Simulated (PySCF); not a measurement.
ITl, charge -1, multiplicity 2. Atoms are numbered in the order given.

```xyz
2

Tl     0.0000     0.0000    -1.2215
I      0.0000     0.0000     1.8668
```
Charge -1, spin multiplicity 2.

Geometry: PBE0-D3(BJ)/def2-TZVPD. The multiplicity is an assumed one; other spin states were not compared. The def2 effective core potentials stand for the cores of I, Tl; spin–orbit coupling is left out.

Calculation: ωB97X/def2-TZVPD in PySCF.

The molecule is in vacuum.

The total energy comes out as -470.40709 hartree and the point group is C∞v. The α spin, highest occupied and lowest empty level comes out as -0.69 and 3.88 eV and the β spin, highest occupied and lowest empty level comes out as -4.26 and 3.97 eV. The dipole moment about the centre of nuclear charge is 2.91 D and the ⟨S²⟩ is 0.752 (pure state 0.75).
